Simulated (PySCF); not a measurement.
All values below come from B3LYP-D3(BJ)/def2-TZVP (PySCF). Isolated molecules, 0 K electronic values unless said otherwise. B3LYP has the VWN-RPA correlation part, as in Gaussian. 

Reference species (SMILES): `[CH]=[SiH2]` (neutral, multiplicity 2).

```yaml
dipole_moment: 0.75 D
```

Changed species: `C=[SiH]` (H atom removed from Si2; the reference has H atom removed from C1).

Task: Predict the effect on the dipole moment.

Result: the dipole moment falls by 0.08 D, to 0.67 D.
